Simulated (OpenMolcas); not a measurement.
# Lines of Nb²⁺: computed and rescaled rates

- Program: OpenMolcas 26.06
- Method: MS-CASPT2, IPEA 0.25 Eh, imaginary shift 0.1 Eh (closed shells correlated: 4s 4p)
- Basis: ANO-RCC-VTZP [7s6p4d2f1g]
- Scalar Hamiltonian: DKH2, point nucleus
- Active space: 3 electrons in 6 orbitals (4d 5s)
- State averaging: 2S+1 = 4 even, 20 roots; 2S+1 = 2 even, 70 roots
- Spin-orbit coupling: state interaction with AMFI integrals over the reference wave functions, term energies averaged over their components

Rates come from the transition moments of the reference wave functions (E1 and E2 in the length form). At fixed line strength A goes as λ^-3 for E1 and M1 and as λ^-5 for E2, so a rate at the computed wavelength can be rescaled to the measured one. Measured vacuum wavelengths follow from level energies in the list in Shadmi, J. Res. Natl. Bur. Stand. 70A, 435 (1966). Branching counts decays inside the model space alone, at computed energies, and the table is only a selection of the E2 and M1 lines, drawn from those between levels with measured partners whose computed energy lies within a factor of 1.5 of the measured one.

```csv
Upper,Lower,Type,λ computed (nm),λ measured (nm),A computed (s-1),A rescaled (s-1),Branching %
4d2 5s 4P 1/2,4d3 4F 3/2,E2,275.2,289.7,2.98e+01,2.31e+01,49.6
4d2 5s 2G 7/2,4d3 2H 9/2,E2,344.8,356.8,2.38e+01,2.01e+01,62.4
4d2 5s 4P 3/2,4d3 4F 7/2,E2,282.9,297.3,2.07e+01,1.61e+01,37.1
4d2 5s 2G 9/2,4d3 2H 11/2,E2,349.1,362.2,2.06e+01,1.71e+01,53.9
4d2 5s 2D 3/2 [67 %],4d3 2G 7/2,E2,358.6,366.3,1.44e+01,1.29e+01,49.8
4d2 5s 4F 9/2,4d3 4F 9/2,E2,376.9,393.2,1.34e+01,1.08e+01,70.3
4d2 5s 2G 9/2,4d3 2G 9/2,E2,309.5,321.8,1.34e+01,1.10e+01,35.1
4d2 5s 2F 7/2,4d3 2H 11/2,E2,461.1,458.4,8.59e+00,8.85e+00,47.1
4d2 5s 4F 3/2,4d3 4F 3/2,E2,377.3,396.5,8.42e+00,6.57e+00,49.2
4d2 5s 4F 3/2,4d3 4F 5/2,E2,385.1,404.8,7.32e+00,5.70e+00,42.7
4d2 5s 2F 5/2,4d3 2H 9/2,E2,481.1,482.1,5.47e+00,5.41e+00,31.0
4d3 2D 5/2(1),4d3 4F 7/2,M1,801.1,839.1,3.77e-01,,72.6
4d3 2G 9/2,4d3 4F 9/2,M1,1208,1271,2.09e-01,,67.6
4d3 2F 5/2,4d3 2G 7/2,E2,916.9,931.2,1.08e-01,1.00e-01,35.2
4d3 2G 7/2,4d3 4F 5/2,M1,1089,1147,9.83e-02,,50.6
4d3 2G 9/2,4d3 4F 7/2,M1,1102,1159,9.80e-02,,31.7
4d3 2G 7/2,4d3 4F 7/2,M1,1177,1241,9.19e-02,,47.3
4d3 2H 9/2,4d3 2G 9/2,M1,3016,3213,7.54e-02,,49.9
4d3 2H 9/2,4d3 2G 7/2,M1,2568,2717,5.76e-02,,38.1
4d3 2H 11/2,4d3 2G 9/2,M1,2728,2891,4.90e-02,,95.8
4d3 4P 1/2,4d3 4F 3/2,E2,1121,1154,2.51e-02,2.17e-02,67.9
4d3 4P 5/2,4d3 4F 9/2,E2,1274,1306,1.67e-02,1.48e-02,35.6
4d3 4F 7/2,4d3 4F 5/2,M1,14560,15130,1.40e-02,1.25e-02,100.0
4d3 4F 9/2,4d3 4F 7/2,M1,12630,13120,1.34e-02,1.20e-02,100.0
4d3 4F 5/2,4d3 4F 3/2,M1,18640,19390,6.65e-03,5.91e-03,100.0
```

Spin-changing lines and M1 lines between different terms are not rescaled, since their strength hangs on the term gaps too.

The largest correction is for 4d2 5s 4P 1/2 → 4d3 4F 3/2 (E2): 2.98e+01 × (275.2 / 289.7)^5 = 2.31e+01 s-1, a factor of 0.77.

The computed rate and branching of 4d3 4F 5/2 → 4d3 4F 3/2 give the upper level a radiative lifetime of 1.000 / 6.65e-03 s-1 = 1.50e+02 s, counting decays inside the model space alone. The rescaled rate gives about 1.7e+02 s.

The computed order of these levels differs from the measured one in 1 place, and where term gaps are wrong the rates of spin-changing lines can be off by large factors.

These are rates of the free ion; in crystals, glasses and complexes forced electric-dipole and non-radiative decay shorten such lifetimes by orders of magnitude. No measured rate stands beside these. Rescaling mends the energy factor alone: line strengths can still be far off where a level mixes with configurations outside the active space, and weak or spin-changing lines hang on small mixing coefficients that depend on the term gaps too, so rescaling need not improve them.

Term energies are means over components that CASPT2 splits; among the terms shown or strongly mixed into the levels shown the widest spread is 940 cm-1 (4d2 5s 2G). Some levels mix across a computed gap that differs much from the measured one, so their mixing is not that of the real levels. A single d shell beside an s shell can misplace configurations of different d count against each other. Measured partners are found by configuration, term and J. A level has none where our copy of the source lacks it or the pairing is in doubt (some pairs that miss far off the trend of their configuration count as doubtful). Only configurations of the active space appear.

A share in square brackets marks a mixed level and gives the weight of the term that names it. A number in round brackets counts repeated terms of one configuration in the order of the reference energies.
